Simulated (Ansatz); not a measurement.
Start from `O[SiH2]C#[C][GeH3]` and change one atom or group to get `CC#[C][GeH3]`.

Ansatz, PBE0-D4/def2-TZVP geometries, multiplicity 1. Each molecule was computed in one conformer, which needn't be the lowest.

Scalar relativity is left out up to krypton.

| property | `O[SiH2]C#[C][GeH3]` |
| --- | --- |
| size of the dipole moment (ωB97M-V/def2-TZVPP) / D | 1.76 |
| HOMO–LUMO gap (B3LYP/def2-TZVPP) / eV | 6.84 |
| HOMO energy (PBE0/def2-TZVPP) / eV | -8.08 |
| HOMO–LUMO gap (ωB97M-V/def2-TZVPP) / eV | 11.36 |
| size of the dipole moment (B3LYP/def2-TZVPP) / D | 1.74 |
| LUMO energy (PBE/def2-TZVPP) / eV | -1.69 |

Problem. Give the same properties after the change, and the shifts. (Estimate.)

Solution. Computed: 
```json
{"property": "size of the dipole moment (ωB97M-V/def2-TZVPP) / D", "`CC#[C][GeH3]`": "1.11", "shift": "-0.65"}
{"property": "HOMO–LUMO gap (B3LYP/def2-TZVPP) / eV", "`CC#[C][GeH3]`": "7.67", "shift": "0.83"}
{"property": "HOMO energy (PBE0/def2-TZVPP) / eV", "`CC#[C][GeH3]`": "-7.59", "shift": "0.49"}
{"property": "HOMO–LUMO gap (ωB97M-V/def2-TZVPP) / eV", "`CC#[C][GeH3]`": "12.32", "shift": "0.96"}
{"property": "size of the dipole moment (B3LYP/def2-TZVPP) / D", "`CC#[C][GeH3]`": "1.12", "shift": "-0.62"}
{"property": "LUMO energy (PBE/def2-TZVPP) / eV", "`CC#[C][GeH3]`": "-0.39", "shift": "1.30"}
```

With PBE0 the HOMO rises by 0.49 eV and the LUMO rises by 1.34 eV, so the gap widens by about 0.85 eV. PBE moves the HOMO by 0.48 eV and ωB97M-V by 0.47 eV. Dipoles are sizes alone; their direction can turn.

B3LYP here is the variant with VWN-RPA as its local correlation; programs differ in this.
